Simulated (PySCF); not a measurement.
C2H4BBr, SMILES C=CBBr.

The structure is a stationary point at B3LYP-D3(BJ)/def2-SVP. The structure was generated by enumeration, and PubChem lists no compound with its InChIKey, so it may never have been made. Other conformers were not sampled.

Level of theory: r2SCAN/def2-TZVP (PySCF).

Symmetry labels are those of the subgroup Cs that the program uses (full group Cs).

Question: List the valence orbital energies around the gap with their symmetry. (Estimate from the structure and the level; the computed values follow.)

Answer: 
```json
[
 {"orbital": "HOMO−7", "symmetry": "A'", "energy (eV)": "-12.79"},
 {"orbital": "HOMO−6", "symmetry": "A'", "energy (eV)": "-11.90"},
 {"orbital": "HOMO−5", "symmetry": "A'", "energy (eV)": "-10.60"},
 {"orbital": "HOMO−4", "symmetry": "A'", "energy (eV)": "-9.14"},
 {"orbital": "HOMO−3", "symmetry": "A'", "energy (eV)": "-8.70"},
 {"orbital": "HOMO−2", "symmetry": "A\"", "energy (eV)": "-8.39"},
 {"orbital": "HOMO−1", "symmetry": "A\"", "energy (eV)": "-7.38"},
 {"orbital": "HOMO", "symmetry": "A'", "energy (eV)": "-7.08"},
 {"orbital": "LUMO", "symmetry": "A\"", "energy (eV)": "-3.08"},
 {"orbital": "LUMO+1", "symmetry": "A\"", "energy (eV)": "0.33"},
 {"orbital": "LUMO+2", "symmetry": "A'", "energy (eV)": "1.17"},
 {"orbital": "LUMO+3", "symmetry": "A'", "energy (eV)": "1.68"}
]
```
